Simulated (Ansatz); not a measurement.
`BS[C](C)(F)[GaH2]`, charge 0, multiplicity 1.

Problem. Give a relaxed structure at PBE0-D4/def2-TZVP (Ansatz). (Estimate.)

Solution. Ansatz gave: 
Z-matrix (Å, degrees):
```
C
S 1 1.860
F 1 1.386 2 104.1
C 1 1.499 2 113.8 3 118.4
Ga 1 2.003 2 90.7 3 -114.3
B 2 1.765 1 106.6 3 -172.5
H 4 1.093 1 109.2 2 -178.5
H 4 1.089 1 110.9 2 62.4
H 4 1.094 1 110.9 2 -58.9
H 5 1.565 1 116.5 2 -88.5
H 5 1.560 1 117.7 2 85.9
H 6 1.191 2 114.6 1 -175.1
H 6 1.190 2 122.7 1 5.5
```
This is one stationary point; other conformers may exist.
